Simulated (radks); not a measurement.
Charge is removed step by step from the 3s down level of the sulfur ion S2+, starting from [Ne] 3s(up 1, down 1) 3p2. Calculated with a radial shooting solver on a logarithmic mesh with Libxc functionals: scalar-relativistic Kohn-Sham, r2SCAN, spin-polarised, spherical densities, finite nucleus; open shells are filled with parallel spins first; meta-GGA in the generalised Kohn-Sham scheme; Fermi nuclear charge, rms radius 3.2611 fm.

removed (e) = 0: E - E(0) (eV) 0.000; eigenvalue (eV) -37.824
removed (e) = 0.25: E - E(0) (eV) 9.787; eigenvalue (eV) -40.461
removed (e) = 0.5: E - E(0) (eV) 20.219; eigenvalue (eV) -42.981
removed (e) = 0.75: E - E(0) (eV) 31.260; eigenvalue (eV) -45.302

The mean slope of the eigenvalue, de/dn, is 9.97 eV per electron.
